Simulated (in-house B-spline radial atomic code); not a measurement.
Ba⁵⁺. Computed with a B-spline radial atomic code. Model: all-electron spherical atom, spin shells full or empty, radial basis limit, no spin-orbit coupling, Breit or QED, empty-state partial waves extrapolated as (l+1/2)^-4, RPA, G0W0 and static COHSEX of the highest shell as one setting changes (uncorrelated shells keep exact exchange).

Given: element Ba; charge 5; filled core Kr; hamiltonian one-electron scalar X2C; mean-field start Hartree-Fock; highest l of empty states 9; nuclear rms radius 4.8378 fm; highest mean-field shell 5p up.

Shell: 4d 5 5, 5s 1 1, 5p 3 0 (electrons up and down).

```tsv
natural log step of frequency grid	RPA correlation energy (hartree)	G0W0 level (eV)	G0W0 minus most complete (meV)	RPA minus most complete (millihartree)	linearised minus solved G0W0 (meV)
0.25	-3.8368	-74.668	0	0	-0.1
0.4	?	?	?	?	?
0.6	-3.8368	-74.668	0	0	-0.1
0.9	?	?	?	?	?
1.3	-3.8373	-74.669	-0.5	-0.5	-0.1
1.8	-3.8161	-74.656	12.3	20.6	-0.1
2.5	-3.9107	-74.602	66.6	-73.9	0
3.5	-3.9765	-74.633	35.2	-139.8	0
```

(1) What follows for natural log step of frequency grid = 0.4?

(2) What follows for natural log step of frequency grid = 0.9?

## Answers

(1) RPA correlation energy -3.8368 hartree; G0W0 level -74.668 eV; G0W0 minus most complete 0 meV; RPA minus most complete 0 millihartree; linearised minus solved G0W0 -0.1 meV.

(2) RPA correlation energy -3.8368 hartree; G0W0 level -74.668 eV; G0W0 minus most complete -0.1 meV; RPA minus most complete 0 millihartree; linearised minus solved G0W0 -0.1 meV.
